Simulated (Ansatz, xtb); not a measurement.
## A geometry optimisation of AlFHSi2 with r2SCAN-D4/def2-SVP

The starting geometry of this gas-phase doublet was built from a drawn formula by distance geometry and a force field; its bonds are those of `F/[Si]=[SiH]\[Al]`.

```csv
atom,x (Å),y (Å),z (Å)
Al,-3.2076,0.9364,3.7245
F,-3.7471,1.4893,-0.3073
Si,-2.9323,0.0141,0.0217
Si,-2.5301,-0.4853,1.9665
H,-1.8852,-1.7594,2.1940
```

Task: Where would you expect an optimisation with r2SCAN-D4/def2-SVP to take it?

Result: A new bond forms, giving a structure with F2 bridging Al1 and Si3, given below by its coordinates. Distances that change by over a tenth: F2–Si3 (1.72 → 1.91 Å), Si3–Si4 (2.05 → 2.27 Å). Contacts that close: Al1–F2 (4.11 → 1.87 Å).

The energy falls by 1.11 eV over 15 steps:

```json
{"step": "1", "E − E(last) (eV)": "1.111"}
{"step": "3", "E − E(last) (eV)": "0.703"}
{"step": "4", "E − E(last) (eV)": "0.657"}
{"step": "6", "E − E(last) (eV)": "0.578"}
{"step": "7", "E − E(last) (eV)": "0.498"}
{"step": "9", "E − E(last) (eV)": "0.191"}
{"step": "10", "E − E(last) (eV)": "0.151"}
{"step": "12", "E − E(last) (eV)": "0.008"}
{"step": "13", "E − E(last) (eV)": "0.005"}
{"step": "15", "E − E(last) (eV)": "0.000"}
```

Final geometry (Å):

```xyz
5

Al   -3.5955    1.1014    2.5893
F    -3.5661    1.6734    0.8127
Si   -3.1964   -0.0193    0.0180
Si   -2.0190   -0.5616    1.8796
H    -1.9253   -1.9989    2.2997
```

From the same start GFN2-xTB ends elsewhere, differing in Al1–F2 (5.17 against 1.87 Å here), Si4–H5 (2.23 against 1.50 Å here).

No frequencies were run, so the end isn't proven a minimum. Open shells are spin-unrestricted. Run with Ansatz 0.2.0, 81 s on 1 thread of Intel(R) Xeon(R) 6975P-C (Granite Rapids), with other jobs on the host.
